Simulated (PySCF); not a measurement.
Screening by computed properties: pick the candidate that meets the target.

Each SMILES stands for a single optimised conformer of the isolated species, non-relativistic unless stated; the electronic structure was computed with PySCF and density fitting.

The conformers computed, where there is a choice (atom-mapped SMILES and torsion angles):
- `[CH3:1][CH2:2][CH2:3][C@:4]1([F:5])[CH2:6][S:7]1`: C1–C2–C3–C4 65°, C2–C3–C4–F5 58°
- `[H][P:3]([CH2:2][CH3:1])([CH3:4])([CH3:5])[CH3:6]`: C1–C2–P3–C4 20°
- `[CH2:1]=[CH:2][CH2:3][c:4]1[n:5][cH:6][n:7][o:8]1`: C1–C2–C3–C4 112°, C2–C3–C4–N5 81°
- `[CH2:1]=[C:2]([CH2:3][C:4](=[O:5])[Cl:6])[C:7](=[O:8])[Cl:9]`: C1–C2–C3–C4 -108°, C2–C3–C4–O5 19°, C1–C2–C7–O8 -5°
- `[O:1]=[C:2]1[O:3][CH2:4][CH:5]=[C:6]1[O:7][SiH2:8][F:9]`: C5–C6–O7–Si8 180°, C6–O7–Si8–F9 180°
- `[CH:1]#[C:2][C:3](=[O:4])[O:5][CH2:6][CH:7]([Cl:8])[Cl:9]`: C2–C3–O5–C6 -179°, C3–O5–C6–C7 -72°, O5–C6–C7–Cl8 -57°

Question: Wanted: HOMO–LUMO gap above 7 eV (PBE0/def2-SVPD) and lowest triplet excitation (Tamm–Dancoff) above 4.46 eV (TDA PBE0/def2-SVPD), at GFN2-xTB geometries. Which candidate meets both?
A. `CC[PH](C)(C)C`
B. `C(F)#CF`
C. `CC1=C(C#N)N=CP=C1`
D. `C=CCc1ncno1`
E. `CCC[C@]1(F)CS1`
F. `C=C(CC(=O)Cl)C(=O)Cl`

Answer: B. Computed values:
```
             species  HOMO–LUMO gap  lowest triplet excitation (Tamm–Dancoff)
   CC1=C(C#N)N=CP=C1        4.86 eV                                   2.82 eV
C=C(CC(=O)Cl)C(=O)Cl        6.15 eV                                   3.49 eV
       CC[PH](C)(C)C        6.26 eV                                   5.10 eV
      CCC[C@]1(F)CS1        6.74 eV                                   4.52 eV
         C=CCc1ncno1        7.13 eV                                   4.41 eV
             C(F)#CF        7.91 eV                                   4.86 eV
```

Question: Wanted: smallest rotational constant between 0.7 GHz and 1.6 GHz (GFN2-xTB) and lowest singlet excitation above 6.2 eV (TDDFT PBE0/def2-SVPD), at GFN2-xTB geometries. Which candidate meets both?
A. `CCC[C@]1(F)CS1`
B. `C[C@@H]1C2(CC2)[C@@]1(C)Cl`
C. `CC[PH](C)(C)C`
D. `Cc1cpcnc1C#N`
E. `C=C(CC(=O)Cl)C(=O)Cl`
F. `FC#CF`

Answer: B. Computed values:
| species | smallest rotational constant | lowest singlet excitation |
| --- | --- | --- |
| C=C(CC(=O)Cl)C(=O)Cl | 0.648 GHz | 4.35 eV |
| Cc1cpcnc1C#N | 0.806 GHz | 3.39 eV |
| C[C@@H]1C2(CC2)[C@@]1(C)Cl | 1.172 GHz | 6.52 eV |
| CCC[C@]1(F)CS1 | 1.299 GHz | 4.98 eV |
| CC[PH](C)(C)C | 1.816 GHz | 5.23 eV |
| FC#CF | 3.592 GHz | 5.94 eV |

Question: Wanted: HOMO energy between -8.2 eV and -7.6 eV (PBE0/def2-SVPD) and electronic spatial extent ⟨r²⟩ about the centre of nuclear charge below 1000 bohr² (PBE0/def2-SVPD), at GFN2-xTB geometries. Which candidate meets both?
A. `CC[PH](C)(C)C`
B. `O=C1OCC=C1O[SiH2]F`
C. `C[C@@H]1C2(CC2)[C@@]1(C)Cl`
D. `C#CC(=O)OCC(Cl)Cl`
E. `FC#CF`
F. `CCC[C@]1(F)CS1`
G. `C=CCc1ncno1`

Answer: G. Computed values:
```
                   species  HOMO energy  electronic spatial extent ⟨r²⟩ about the centre of nuclear charge
         C#CC(=O)OCC(Cl)Cl     -8.70 eV                                                         1974 bohr²
                     FC#CF     -8.35 eV                                                          285 bohr²
               C=CCc1ncno1     -8.04 eV                                                          982 bohr²
        O=C1OCC=C1O[SiH2]F     -7.77 eV                                                         1459 bohr²
C[C@@H]1C2(CC2)[C@@]1(C)Cl     -7.42 eV                                                         1175 bohr²
            CCC[C@]1(F)CS1     -6.89 eV                                                         1010 bohr²
             CC[PH](C)(C)C     -5.62 eV                                                          902 bohr²
```

Question: Wanted: dipole moment above 1 D (PBE0/def2-SVPD) and static isotropic polarisability above 76 au (PBE0/def2-SVPD), at GFN2-xTB geometries. Which candidate meets both?
A. `C[PH](C)(C)CC`
B. `F[C@]1(CS1)CCC`
C. `C=CCc1ncno1`
D. `FC#CF`

Answer: B. Computed values:
| species | dipole moment | static isotropic polarisability |
| --- | --- | --- |
| FC#CF | 0.00 D | 23.9 au |
| C[PH](C)(C)CC | 0.30 D | 94.1 au |
| C=CCc1ncno1 | 1.98 D | 72.6 au |
| F[C@]1(CS1)CCC | 2.42 D | 79.4 au |
